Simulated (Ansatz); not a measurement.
`C[Se][SnH2][Cl]` + HBr → `[Cl][SnH2][Br]` + `C[SeH]` at 500 K and 1 bar (ligand exchange at the Sn–Se bond).

Gas-phase electronic energies from Ansatz, PBE0-D4/def2-TZVP geometries. CCSD(T)/CBS adds triple-zeta CCSD(T) − MP2 to the extrapolated MP2 energy (def2 sets, frozen cores). Elements past krypton have def2 core potentials. For Br, Se, Sn outer-core shells are correlated without core-valence functions, which leaves a few kJ/mol of doubt a bond. Scalar relativity is left out up to krypton. Each species was taken in one conformer, which may not be the lowest.

```json
{"species": "`C[Se][SnH2][Cl]`", "CCSD(T)/CBS energy (Eh)": "-3115.63330", "H − E (kJ/mol)": "186.6", "S (J/(mol·K))": "450.2"}
{"species": "HBr", "CCSD(T)/CBS energy (Eh)": "-2573.91920", "H − E (kJ/mol)": "30.5", "S (J/(mol·K))": "213.7"}
{"species": "`[Cl][SnH2][Br]`", "CCSD(T)/CBS energy (Eh)": "-3248.40375", "H − E (kJ/mol)": "73.8", "S (J/(mol·K))": "373.3"}
{"species": "`C[SeH]`", "CCSD(T)/CBS energy (Eh)": "-2441.15625", "H − E (kJ/mol)": "142.1", "S (J/(mol·K))": "299.3"}
```

H − E and S are ideal-gas, rigid-rotor, harmonic terms from PBE0-D4/def2-TZVP, for one conformer and one mirror image of each species. 1 Eh = 2625.50 kJ/mol, R = 8.31446 J/(mol·K).

By hand: ΔE, ΔH, ΔS and ΔG.

ΔE = (-3248.40375) + (-2441.15625) − (-3115.63330) − (-2573.91920) = -0.00750 Eh = -19.7 kJ/mol. Δ(H − E) = 73.8 + 142.1 − 186.6 − 30.5 = -1.2, so ΔH = -20.9 kJ/mol. ΔS = 373.3 + 299.3 − 450.2 − 213.7 = 8.7 J/(mol·K). ΔG = -20.9 − 500 × (8.7)/1000 = -25.2 kJ/mol.

By hand: the equilibrium constant, and the temperature at which ΔG would vanish if ΔH and ΔS stayed fixed.

log₁₀ K = −ΔG/(RT ln 10) = 2.6. ΔH and −TΔS have one sign here, so there is no such temperature.

The number of gas molecules stays the same, so ΔS is small and ΔH decides. A doubt of 5 kJ/mol in ΔE shifts log₁₀ K by 0.5 here. Other conformers and mirror images would add mixing entropy, several J/(mol·K) or more a flexible species. Modes under 60 cm⁻¹, often nearly free rotors, make the harmonic entropy too high. These are equilibria of isolated gas molecules and say nothing of rates. Largest T1 diagnostic: 0.011 (customary marks: 0.02 for closed shells, 0.045 for open ones).

ΔS is within the doubt of such terms, so its sign, and with it that verdict, could turn.
